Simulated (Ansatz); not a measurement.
Job for Ansatz (a quantum-chemistry and plane-wave program): U-B3LYP/def2-TZVPP on FHSn (SMILES [F][SnH]), a point of a bond scan (R = 1.961 Å). Elements past Kr take the def2 small-core potentials; no spin–orbit coupling.

Ansatz 0.2 input:
```yaml
crystal:
  periodic: [false, false, false]
  atoms:
    - {symbol: Sn, position_ang: [-0.09096150, -0.17370643, 0.21890608]}
    - {symbol: H, position_ang: [-1.03509234, -1.08911628, -1.00040016]}
    - {symbol: F, position_ang: [0.62035194, 1.08604865, -1.10498931]}
basis:
  gaussian:
    orbitals: def2-TZVPP
hamiltonian:
  xc: {name: B3LYP}
magnetization: {spin_polarized: true, initial_magnetization: 0}
```

Program output:

```
WARN ansatz: RAYON_NUM_THREADS=1 ignored (pool sized by the plan → 1); use --threads N
Functional definition: B3LYP
integrals: 0.02 GiB planned
647 factors; their error is unknown
mean field: 0.30 GiB planned
mean field evaluation 1: about -8565.2130 eV, gradient 3.1e1 eV
mean field evaluation 2: about -8526.5434 eV, gradient 1.1e2 eV
mean field evaluation 4: about -8568.3971 eV, gradient 3.8e0 eV
mean field evaluation 8: about -8568.5299 eV, gradient 1.8e-1 eV
mean field evaluation 16: about -8568.5300 eV, gradient 1.8e-5 eV
mean field -8568.53000267 eV, -314.8876696397 hartree, gradient 1.8e-5 eV, S^2 0.000000; 1 other end points of the search recorded, 0 dependent functions left out
reference -8568.53020542 eV, -314.8876770908 hartree; 16, 16 occupied and 79, 79 virtual orbitals, 647 factors
Total energy: -8568.53020542 eV, -314.8876770908 hartree
```

The calculation finished and met its thresholds.

Cost: very roughly 1.9 core-seconds.
